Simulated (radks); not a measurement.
Question: The mean radii <r> (bohr) of the occupied orbitals of an atom or ion are listed with their occupations. All-electron calculation, Dirac Kohn-Sham, PBE, spin-unpolarised, spherical densities, finite nucleus; Fermi nuclear charge, rms radius of each element as measured or else 0.836 A^(1/3) + 0.57 fm. Program: a radial shooting solver on a logarithmic mesh with Libxc functionals.

| orbital | occ. | <r> |
|---|---|---|
| 1s1/2 | 2 | 0.02611 |
| 2s1/2 | 2 | 0.1117 |
| 2p1/2 | 2 | 0.09403 |
| 2p3/2 | 4 | 0.09992 |
| 3s1/2 | 2 | 0.2987 |
| 3p1/2 | 2 | 0.2887 |
| 3p3/2 | 4 | 0.3005 |
| 3d3/2 | 4 | 0.2714 |
| 3d5/2 | 6 | 0.2751 |
| 4s1/2 | 2 | 0.6947 |
| 4p1/2 | 2 | 0.7206 |
| 4p3/2 | 4 | 0.7481 |
| 4d3/2 | 4 | 0.8306 |
| 4d5/2 | 6 | 0.8410 |
| 5s1/2 | 2 | 1.744 |
| 5p1/2 | 2 | 2.025 |
| 5p3/2 | 4 | 2.123 |
| 5d3/2 | 0.4 | 6.573 |
| 5d5/2 | 0.6 | 6.866 |

Name the element and its charge. Open shells, if any, are shared by 2j + 1.

Answer: Z = 55, caesium, charge 0: Cs in [Xe] 5d1. The 1s radius gives Z: for a bare nucleus <r> = (2 gamma + 1)/(2Z) with gamma = sqrt(1 - (Z/c)^2), 0.02574 bohr for Z = 55, and screening makes it slightly larger (0.02611 here). The occupations add up to 55, and the charge is Z minus that.
